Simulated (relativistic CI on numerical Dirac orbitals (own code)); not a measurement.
Ni+: 3d valence photoemission

Computed with this model: Dirac-Coulomb-Breit CI, KLI orbitals optimised for each configuration, a model potential for QED, valence Slater integrals scaled by 0.7, multiplet model of photoemission in the sudden approximation; configurations [Ar] 3d9 → [Ar] 3d8; 80 K; Lorentzian 0.42 eV and Gaussian 0.5 eV FWHM. Energies are those of the free ion, without screening or charge transfer. The energies are binding energies and can lie tens of eV above those of solids. S is read from ⟨S²⟩ = S(S + 1).

Field parameters in Wybourne normalisation: D3d B²₀ = −7Dσ, B⁴₀ = −14Dq − 21Dτ, B⁴₃ = −14√(10/7) Dq; D4h B²₀ = −7Ds, B⁴₀ = 21(Dq − Dt), B⁴₄ = 21√(5/14) Dq; Oh B⁴₀ = 21Dq, B⁴₄ = √(5/14) B⁴₀; Td as Oh with Dq negative (B⁴₀ = 21Dq, B⁴₄ = √(5/14) B⁴₀). The field is a parameter set, without covalency.

Computed curve for free ion, scaled to 100 at the maximum (points under 2 are left out and the grid is thinned):

Energy (eV), Intensity and a bar:
```
     13.5        2.2 
     13.6        2.4 
     13.7        2.6 
     13.9        3.2 
     14.0        3.7 
     14.1        4.1 #
     14.2        4.8 #
     14.4        6.5 #
     14.5        7.9 ##
     14.6        9.7 ##
     14.7       12.3 ###
     14.9       22.0 ######
     15.0       30.6 #########
     15.1       42.7 ############
     15.2       58.1 #################
     15.4       90.0 ###########################
     15.5       99.3 ##############################
     15.6      100.0 ##############################
     15.7       92.3 ############################
     15.9       62.9 ###################
     16.0       48.4 ##############
     16.1       37.0 ###########
     16.2       29.3 ########
     16.3       25.0 #######
     16.5       25.0 #######
     16.6       28.8 ########
     16.7       34.8 ##########
     16.8       42.4 ############
     17.0       57.5 #################
     17.1       63.0 ###################
     17.2       66.6 ####################
     17.3       68.4 ####################
     17.5       68.3 ####################
     17.6       67.1 ####################
     17.7       64.9 ###################
     17.8       60.7 ##################
     18.0       45.0 #############
     18.1       35.4 ##########
     18.2       26.6 ########
     18.3       19.5 #####
     18.4       14.4 ####
     18.6        8.5 ##
     18.7        6.9 #
     18.8        5.7 #
     18.9        4.9 #
     19.1        3.7 
     19.2        3.3 
     19.3        2.9 
     19.4        2.7 
     19.6        2.3 
     19.7        2.1 
     20.5        2.2 
     20.6        2.6 
     20.8        3.8 #
     20.9        4.5 #
     21.0        5.0 #
     21.1        5.1 #
     21.3        4.1 #
     21.4        3.3 
     21.5        2.5
```

The ground state has S = 0.50, and the centroid lies at 16.60 eV.
